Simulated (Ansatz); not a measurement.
The lowest singlet and triplet of CHCl (SMILES [CH]Cl); geometries from B3LYP-D3(BJ)/def2-TZVP, each state relaxed from the structure named, with no frequency check.
Singlet (charge 0, multiplicity 1):
```xyz
3

C     -1.0700     0.5280     0.0000
Cl     0.4793    -0.1649     0.0000
H     -1.7283    -0.3646     0.0000
```

A positive gap puts the triplet lower; no zero-point energy. R- takes a restricted singlet. U- takes an unrestricted singlet (broken symmetry where lower, unprojected). The triplet is unrestricted in single-reference levels.

Cores are frozen in the correlated methods.

Codes used: Ansatz (Gaussian basis) for Hartree–Fock, density functionals and correlated methods. 

Q: One of these levels gives -49.8 kJ/mol for the gap E(singlet) − E(triplet), vertical, at the singlet's geometry. Which?
A) R-wB97X-V/def2-TZVPP
B) U-SCS-MP2/cc-pV(Q+d)Z (spin-contaminated)
C) U-HF/cc-pV(T+d)Z (spin-contaminated)
D) R-CCSD/cc-pV(D+d)Z

A: B, U-SCS-MP2/cc-pV(Q+d)Z (spin-contaminated). The others give -3.1 (U-HF/cc-pV(T+d)Z (spin-contaminated)), -55.5 (R-wB97X-V/def2-TZVPP), -43.2 (R-CCSD/cc-pV(D+d)Z)

Doubts at one or more of the structures used: a restricted determinant that unrestricted orbitals would lower (R-wB97X-V/def2-TZVPP, R-CCSD/cc-pV(D+d)Z).

Ansatz is a first-principles code.
